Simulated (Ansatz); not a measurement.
All values below come from frozen-core CCSD(T)/cc-pVTZ // r2SCAN-D4/def2-TZVP (Ansatz, a program for electronic structure). The restricted HF reference is unstable towards unrestricted orbitals.

Ansatz 0.2 input:
```yaml
crystal:
  periodic: [false, false, false]
  atoms:
    - { symbol: O, position_ang: [-2.275, -0.341772, -0.464697] }
    - { symbol: Si, position_ang: [-1.123053, 0.545909, 0.323131] }
    - { symbol: Si, position_ang: [1.071887, 0.426876, -0.159745] }
    - { symbol: O, position_ang: [1.752101, -1.052172, -0.464776] }
    - { symbol: H, position_ang: [-2.114389, -1.2896, -0.512174] }
    - { symbol: H, position_ang: [-1.59697, 1.955623, 0.209641] }
    - { symbol: H, position_ang: [1.833609, 1.102411, 0.942965] }
    - { symbol: H, position_ang: [2.451813, -1.347275, 0.125655] }
basis:
  gaussian: { orbitals: cc-pVTZ }
correlation:
  method: ccsd_t
```

Output:

```
Functional definition: HF
1085 factors; integrals over basis functions are off by at most 9.3e-4 eV
mean field evaluation 1: about -19860.1022 eV, gradient 4.8e1 eV
mean field evaluation 2: about -19860.3567 eV, gradient 4.8e1 eV
mean field evaluation 4: about -19864.7136 eV, gradient 3.3e0 eV
mean field evaluation 8: about -19864.7778 eV, gradient 2.1e-1 eV
mean field evaluation 16: about -19864.7782 eV, gradient 2.3e-6 eV
mean field -19864.77821984 eV, -730.0171347487 hartree, gradient 2.2e-6 eV, S^2 0.000000; 0 other end points of the search recorded, 0 dependent functions left out; unrestricted orbitals would lower it
12 core orbitals not correlated
reference -19864.77821984 eV, -730.0171347487 hartree; 12, 12 occupied and 160, 160 virtual orbitals, 1085 factors
second order -19.53676688 eV of doubles, -0.00000000 eV of singles
cycle   1  -19.72804758 eV  change   -1.9e-1 eV  update   1.1e-1
cycle   2  -20.25906813 eV  change   -5.3e-1 eV  update   4.1e-2
cycle   3  -20.41084333 eV  change   -1.5e-1 eV  update   2.4e-2
cycle   4  -20.39101352 eV  change    2.0e-2 eV  update   7.4e-3
cycle   5  -20.38575381 eV  change    5.3e-3 eV  update   3.6e-3
cycle   6  -20.38798831 eV  change   -2.2e-3 eV  update   1.4e-3
cycle   7  -20.38727956 eV  change    7.1e-4 eV  update   5.9e-4
cycle   8  -20.38705303 eV  change    2.3e-4 eV  update   2.2e-4
cycle   9  -20.38724320 eV  change   -1.9e-4 eV  update   1.0e-4
cycle  10  -20.38724720 eV  change   -4.0e-6 eV  update   3.5e-5
cycle  11  -20.38722639 eV  change    2.1e-5 eV  update   1.5e-5
perturbative correction -0.85289117 eV, -0.0313431725 hartree
Total energy: -19886.01833740 eV, -730.7976946722 hartree
```

Cost: very roughly 80 core-seconds.
